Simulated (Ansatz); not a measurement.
Cost and result for the atomization energy of CH$_{4}$S$_{2}$Si, SMILES `CS[Si]S` (8 atoms, 7 bonds).

```xyz
8

C     0.900    0.172    1.307
S    -0.535    0.346    0.210
Si    0.114   -0.733   -1.495
S    -1.632   -0.471   -2.720
H     1.286    1.162    1.545
H     0.586   -0.326    2.223
H     1.682   -0.416    0.825
H    -2.401    0.265   -1.895
```

Total charge 0; spin multiplicity 1. Geometry: relaxed with PBE0-D4/def2-TZVP. It is one conformer, not always the lowest. Program: Ansatz. Hardware: A = 2 threads of an AMD EPYC 7R13 on a shared host; B = 2 threads of an AMD EPYC 7R13 on a shared host and a share of an NVIDIA H100 80 GB. Times are those of one run each, without the atoms' runs, and a repeat can differ threefold. Electronic energies, without spin–orbit coupling; frozen cores. CCSD(T)/CBS extrapolates def2-TZVPP and def2-QZVPP, and its time is that of the two runs behind it. T1 = 0.015. B3LYP takes the VWN-RPA correlation (the form of Gaussian; ORCA's B3LYP/G).

CCSD(T)/CBS is a level of theory with its own doubt, some kJ/mol a heavy atom from the limit and from the frozen cores, so smaller differences don't rank the functionals.

```tsv
level	functions	atomization (kJ/mol)	difference from CCSD(T)/CBS	per bond
CCSD(T)/CBS(def2)	–	2678.2	0.0	0.0
B3LYP-D4/def2-TZVPP (with forces) [A]	213	2670.6	-7.6	-1.1
r2SCAN-D4/def2-TZVPP (with forces) [A]	213	2691.9	13.7	2.0
PBE0-D4/def2-TZVPP [A]	213	2688.5	10.3	1.5
ωB97M-V/def2-TZVPP (with forces) [A]	213	2702.4	24.2	3.5
PBE-D4/def2-TZVPP (with forces) [A]	213	2738.4	60.2	8.6
CCSD(T)/def2-QZVPP [B]	387	2641.0	-37.2	-5.3
ωB97X-V/def2-TZVPP [A]	213	2690.0	11.8	1.7
CCSD(T)/def2-TZVPP [B]	213	2588.8	-89.4	-12.8
B2PLYP/def2-TZVPP [A]	213	2630.1	-48.1	-6.9
```

Question: Order the runs by time, with rough figures. (Estimate.)

Answer: Ansatz gave: PBE-D4/def2-TZVPP (with forces) [A] 2.5 s; PBE0-D4/def2-TZVPP [A] 3.7 s; r2SCAN-D4/def2-TZVPP (with forces) [A] 4.3 s; B3LYP-D4/def2-TZVPP (with forces) [A] 5.5 s; B2PLYP/def2-TZVPP [A] 6.5 s; CCSD(T)/def2-TZVPP [B] 8 s; ωB97X-V/def2-TZVPP [A] 8 s; ωB97M-V/def2-TZVPP (with forces) [A] 12 s; CCSD(T)/def2-QZVPP [B] 14 s; CCSD(T)/CBS(def2) 22 s.

From PBE to PBE0 (25 % exact exchange), in def2-TZVPP and without D4, the atomization energy moves by −46.5 kJ/mol: exact exchange takes away binding that semilocal exchange gives to molecules. The D4 term adds +36.5 kJ/mol with B3LYP and +18.8 kJ/mol with PBE0; it sums over pairs of atoms, weighted by their polarisabilities, and B3LYP, whose exchange is more repulsive, gets the larger term. In def2-TZVPP, CCSD(T) changes the Hartree–Fock value by +693.9 kJ/mol (the triples alone add +52.6 kJ/mol) and MP2 by +726.5 kJ/mol; breaking electron pairs costs correlation energy, which Hartree–Fock lacks.
